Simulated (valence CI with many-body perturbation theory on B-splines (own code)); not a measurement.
## Sb20+: key properties

Method: relativistic CI+MBPT: three valence electrons over a frozen Dirac-Fock core [Ar] 3d10, a basis of 9 s, 9 p, 8 d, 6 f, 3 g, 1 h functions for each j, with the one-electron correlation potential Σ1, the two-electron term Σ2, the three-electron term Σ3, Breit, model QED; selected CI, second order for the rest, scaled by the run's own slope (own B-spline code, finite nucleus).

No measured spectrum was set against this ion. As an estimate, levels hold to about 250 cm⁻¹ or 0.2 % of their energy and the worst to 1 %, as in measured heavy ions of charge 2 to 7; those with d or f electrons hold less well.

Names give the largest LS component (configuration and term), which can be under half, so a name can repeat, a term be missing and a line seem to break the LS rules; names also repeat where a configuration has a term twice.

Rates and lifetimes use the calculated energies. Strong lines usually hold to 10 to 20 %, long lifetimes can be off by a factor of two.

**Question.** What is the ground level?

**Answer.** 4s2 4p 2P°_1/2, composition 99 % 4s2 4p 2P°, g = 0.664.

**Question.** Name the longest-lived excited levels whose lifetime is computed, and their main decay.

**Answer.** 4s2 4p 2P°_3/2 at 99623 cm⁻¹ lives 112 μs, mostly by M1 to 4s2 4p 2P°_1/2. The lifetime of 4s 4p 4d 4F°_9/2 is too uncertain to give, and may be longer.

**Question.** How well does LS coupling describe the low levels?

**Answer.** Among the lowest 20 levels the leading LS term, summed over configurations, holds 82 % on average. For single configurations the figures are 78 % in LS and 86 % in jj coupling. Terms mix most in the J = 3/2 level at 865490 cm⁻¹, where the leading one holds 36 %.

**Question.** How is the term 2P° of the ground level split?

**Answer.** J = 1/2 at 0, J = 3/2 at 99623 cm⁻¹.

**Question.** Where does the other parity begin?

**Answer.** At 4s 4p2 4P_1/2, 346170 cm⁻¹.

**Question.** What is the ionisation energy?

**Answer.** 585.52 eV; NIST lists 584 ± 4 eV (theoretical).

**Question.** What are the static dipole polarisabilities of the lowest levels?

**Answer.** 4s2 4p 2P°_1/2 0.263; 4s2 4p 2P°_3/2 0.276 (tensor 0.024) bohr³, of which the core gives 0.0163.
